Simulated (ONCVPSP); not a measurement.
# mercury ONCV: all-electron and pseudo phase curves

| Property | Result |
| --- | --- |
| Element | mercury |
| Generator | ONCVPSP 4.0.1 |
| Type | optimised norm-conserving Vanderbilt (ONCV) |
| Functional | PW91 |
| Relativity | fully relativistic |
| Frozen core | [Kr] 4d10 4f14 |
| Valence charge | 20 |
| Reference configuration | 5s2 5p6 5d10 6s2 |
| Partial waves | 5s+6s: rc 2.10 bohr, ncon 4, nbas 8, qcut 5.6 1/bohr, 2 projectors; 5p: rc 1.80 bohr, ncon 4, nbas 8, qcut 11.1 1/bohr, 2 projectors, debl 2.2 Ha; 5d: rc 2.50 bohr, ncon 3, nbas 8, qcut 7.8 1/bohr, 2 projectors, debl 2.1 Ha; f scattering state at 0.06 Ha: rc 2.44 bohr, ncon 4, nbas 7, qcut 5.3 1/bohr, 2 projectors, debl 2.4 Ha |
| Local potential | polynomial inside 1.62 bohr (lpopt 5, dvloc0 0 Ha) |
| Core correction | none |

Open shells are filled in proportion to 2j + 1.

In the p channel the program set the typed energies aside and used -2.266, 0.250 Ha (j = l + 1/2; the other j can differ).

The phase is arctan(r·R′/R) of the radial function R(r), unwrapped; energies in Ha, scanned from -6 to 5 Ha. A pole is an energy at which the radial function vanishes at the test radius. The pseudo phase is shifted by a multiple of π to meet the all-electron one at the reference energy, and phase errors are pseudo minus all-electron; the curves can meet again beyond the range given. Levels narrower than the energy grid can be missing from the lists of poles.

```json
{"channel": "s", "radius (bohr)": "2.14", "reference energy (Ha)": "-0.25", "poles, all-electron": "-4.32, 1.83", "poles, pseudo": "-4.32, 1.72", "unbroken range about the reference energy with phases within 0.05 rad": "below 2.6", "phase error 1 Ha above the reference energy (rad)": "-0.004"}
{"channel": "p3/2", "radius (bohr)": "1.83", "reference energy (Ha)": "-2.27", "poles, all-electron": "-1.98", "poles, pseudo": "-1.98", "unbroken range about the reference energy with phases within 0.05 rad": "the whole range", "phase error 1 Ha above the reference energy (rad)": "-0.000"}
{"channel": "p1/2", "radius (bohr)": "1.83", "reference energy (Ha)": "-2.94", "poles, all-electron": "-2.77, 4.78", "poles, pseudo": "-2.77, 4.76", "unbroken range about the reference energy with phases within 0.05 rad": "the whole range", "phase error 1 Ha above the reference energy (rad)": "-0.000"}
{"channel": "d5/2", "radius (bohr)": "2.54", "reference energy (Ha)": "-0.34", "poles, all-electron": "-0.17, 3.16", "poles, pseudo": "-0.17, 3.15", "unbroken range about the reference energy with phases within 0.05 rad": "below 5.0", "phase error 1 Ha above the reference energy (rad)": "-0.000"}
{"channel": "d3/2", "radius (bohr)": "2.54", "reference energy (Ha)": "-0.41", "poles, all-electron": "-0.27, 3.05", "poles, pseudo": "-0.27, 3.05", "unbroken range about the reference energy with phases within 0.05 rad": "the whole range", "phase error 1 Ha above the reference energy (rad)": "-0.000"}
{"channel": "f7/2", "radius (bohr)": "2.48", "reference energy (Ha)": "0.06", "poles, all-electron": "1.96", "poles, pseudo": "1.96", "unbroken range about the reference energy with phases within 0.05 rad": "below 3.0", "phase error 1 Ha above the reference energy (rad)": "+0.009"}
{"channel": "f5/2", "radius (bohr)": "2.48", "reference energy (Ha)": "0.06", "poles, all-electron": "1.94", "poles, pseudo": "1.92, 3.00", "unbroken range about the reference energy with phases within 0.05 rad": "below 2.7", "phase error 1 Ha above the reference energy (rad)": "-0.016"}
```

Note: ghosts flagged at negative energy: f7/2 at -761.0 eV; GHOST(+) flagged for f5/2 at 78.1 eV. A true bound ghost makes a file unfit for plane-wave use.

Phases in the d3/2 channel:

| E (Ha) | all-electron | pseudo |
| --- | --- | --- |
| -5.96 | 1.442 | 1.442 |
| -5.68 | 1.439 | 1.439 |
| -5.40 | 1.435 | 1.435 |
| -5.12 | 1.431 | 1.431 |
| -4.84 | 1.426 | 1.426 |
| -4.56 | 1.421 | 1.421 |
| -4.28 | 1.416 | 1.416 |
| -4.00 | 1.409 | 1.409 |
| -3.72 | 1.402 | 1.402 |
| -3.44 | 1.394 | 1.394 |
| -3.16 | 1.385 | 1.385 |
| -2.88 | 1.374 | 1.374 |
| -2.60 | 1.361 | 1.361 |
| -2.32 | 1.346 | 1.346 |
| -2.04 | 1.326 | 1.326 |
| -1.76 | 1.300 | 1.300 |
| -1.48 | 1.262 | 1.262 |
| -1.20 | 1.202 | 1.202 |
| -0.92 | 1.075 | 1.075 |
| -0.64 | 0.497 | 0.497 |
| -0.36 | -1.411 | -1.411 |
| -0.08 | -1.740 | -1.740 |
| 0.20 | -1.911 | -1.911 |
| 0.48 | -2.131 | -2.131 |
| 0.76 | -2.590 | -2.590 |
| 1.04 | -3.491 | -3.491 |
| 1.32 | -4.114 | -4.114 |
| 1.60 | -4.371 | -4.371 |
| 1.88 | -4.499 | -4.499 |
| 2.16 | -4.576 | -4.576 |
| 2.44 | -4.630 | -4.630 |
| 2.72 | -4.671 | -4.671 |
| 3.00 | -4.706 | -4.706 |
| 3.28 | -4.739 | -4.739 |
| 3.56 | -4.771 | -4.771 |
| 3.84 | -4.808 | -4.808 |
| 4.12 | -4.854 | -4.854 |
| 4.40 | -4.920 | -4.921 |
| 4.68 | -5.036 | -5.039 |
| 4.96 | -5.307 | -5.321 |
